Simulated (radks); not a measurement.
Results of a calculation; reference values are marked as such.
The arsenic ion As0.7+, configuration [Ar] 3d10 4s2 4p(up 2.3, down 0) (fractional occupations, a model configuration).

Code: a radial shooting solver on a logarithmic mesh with Libxc functionals. Model: scalar-relativistic Kohn-Sham, BLYP, spin-polarised, spherical densities, point nucleus.

Energy parts (hartree):
| part | energy |
|---|---|
| total | -2261.05535 |
| kinetic | 2304.73281 |
| electron-nucleus | -5442.13693 |
| Hartree | 960.24189 |
| exchange-correlation | -83.89313 |

Orbitals (lengths in bohr, moments of r in powers of bohr):
1s up: occ. 1; eigenvalue (hartree) -431.0302; <r> 0.04550
1s down: occ. 1; eigenvalue (hartree) -431.0264; <r> 0.04550
2s up: occ. 1; eigenvalue (hartree) -54.88156; <r> 0.2028
2s down: occ. 1; eigenvalue (hartree) -54.87976; <r> 0.2028
2p up: occ. 3; eigenvalue (hartree) -48.16290; <r> 0.1772
2p down: occ. 3; eigenvalue (hartree) -48.15952; <r> 0.1772
3s up: occ. 1; eigenvalue (hartree) -7.21785; <r> 0.5985
3s down: occ. 1; eigenvalue (hartree) -7.21300; <r> 0.5984
3p up: occ. 3; eigenvalue (hartree) -5.14109; <r> 0.6175
3p down: occ. 3; eigenvalue (hartree) -5.13560; <r> 0.6171
3d up: occ. 5; eigenvalue (hartree) -1.72751; <r> 0.6799
3d down: occ. 5; eigenvalue (hartree) -1.71926; <r> 0.6765
4s up: occ. 1; eigenvalue (hartree) -0.77406; <r> 1.891
4s down: occ. 1; eigenvalue (hartree) -0.71341; <r> 1.893
4p up: occ. 2.3; eigenvalue (hartree) -0.41245; <r> 2.353
4p down: occ. 0; eigenvalue (hartree) -0.35402; <r> 2.427

The highest occupied level is 4p up at -11.223 eV. The density falls to 0.001 e/bohr^3 at r = 4.06 bohr. Summed over all electrons, <r^2> = 32.69 bohr^2, which gives a Langevin (diamagnetic) susceptibility term of -25.9 x 10^-6 cm^3/mol. Spin moment in Bohr magnetons: 2.3.

Run on one thread of a shared host, so times are rough (Arm Neoverse N1): 0.25 s of CPU time, 0.25 s wall, 15 iterations on 2572 mesh points.
